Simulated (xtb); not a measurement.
H3Ga, charge +1, doublet, at a GFN2-xTB geometry (such geometries of metal compounds can be far from the true shape) (a state made from the parent by changing its charge; the spin is typed, not shown lowest), atoms displaced at random by about 0.1 Å a coordinate. Base run: GFN2-xTB (xtb 6.7.1).

Input for xtb:
```
$ xtb mol.xyz --gfn 2 --chrg 1 --uhf 1 --opt --json

# file mol.xyz
4

Ga    -0.06534252     0.02376382     0.00829851
H      0.70370215    -0.52405729     1.59208411
H     -0.19006502     1.72228255    -0.24596462
H     -0.38411020    -1.35818757    -1.03784679
```

Each row names what was changed in the base input (with any setting that the change needs).

| change | ΔE vs base (kJ/mol) | optimiser steps |
|---|---|---|
| base | 0.00 | 6 |
| opt level = sloppy | 0.01 | 5 |
| opt level = crude | 0.04 | 4 |
| alpb = benzene | -195.7 | 6 |
| opt level = vtight | 0.00 | 8 |
| opt level = lax | 0.01 | 5 |
| alpb = toluene | -202.5 | 6 |
| opt level = extreme | 0.00 | 9 |
| engine = lbfgs | 0.00 | - |
| opt level = loose | 0.01 | 5 |
